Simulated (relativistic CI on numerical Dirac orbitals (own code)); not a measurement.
**One change at a time: Hg LXVII**

Base calculation: Dirac-Coulomb-Breit CI, orbitals from a KLI potential per configuration, model QED, unscaled Slater integrals.

Configuration list (outside the closed core [Ne]): 3s²3p², 3s²3p3d, 3s3p³, 3s²3d², 3p⁴, 3s3p²3d, 3p²3d², 3s3p3d², 3p³3d, 3s²3d4s, 3s²3d4p, 3s3p3d4s, 3s²3p4s, 3p³4s, 3s3p3d4p, 3p³4p, 3s²3p4p, 3p²3d4s, 3s²3p4d, 3s²3p4f, 3p²3d4p, 3s3p²4s, 3s3p²4p, 3s3p²4d, 3s3p²4f, 3s²4s², 3s²3p5s, 3s²3p5p, 3s²4s4p, 3s²3p5d, 3s²3p5f, 3s²3p5g, 3s²4p², 3s3p4s², 3s3p4s4p, 3s3p²5s. Levels of other configurations are missing.

Variants: (1) one mean potential for all configurations; (2) only the first 3 configurations. Shifts of the energy above 3s²3p² ³P0, in eV, for the lowest level and the first level of each name with at least 55 % of one term (blank where a level changes its place among those of its configuration and J or its character, or is not in the variant):

| Level | Base | Δ(1) | Δ(2) |
| --- | --- | --- | --- |
| 3s²3p² ³P0 | 0.00 | 0.00 | 0.00 |
| 3s²3p² ³P1 | 510.63 | +0.01 | +0.30 |
| 3s²3p² ¹D2 | 520.83 | +0.01 | +0.81 |
| 3s²3p3d ³F°2 | 753.68 | -0.19 | -1.44 |
| 3s²3p² ³P2 | 1039.58 | +0.02 | +3.04 |
| 3s²3p² ¹S0 | 1062.28 | +0.02 | +4.56 |
| 3s3p³ ³D°3 | 1223.68 | +0.17 | -1.09 |
| 3s3p³ ³P°0 | 1235.69 | +0.14 | +0.20 |
| 3s²3p3d ³P°0 | 1314.25 | -0.13 | +0.95 |
| 3s²3p3d ³F°4 | 1395.55 | -0.19 | +0.33 |
| 3s²3p3d ³D°3 | 1431.46 | -0.18 | +1.98 |
| 3s3p²3d ⁵D0 | 1436.02 | +0.04 |  |
| 3s²3p3d ¹P°1 | 1443.43 | -0.18 | +1.17 |
| 3s3p²3d ³G5 | 1578.37 | +0.01 |  |

At this charge energies of transitions that change n are usually good to better than 1 %, and those within a shell (Δn = 0) to a few per cent.

Ionisation energy from the two ground configurations alone: base 8004.8 eV. The NIST ASD value (theoretical) is 8010 eV.

LS names give the leading component of a level, which can be under half, so a name can repeat, a term be missing and a line seem to break the LS rules.
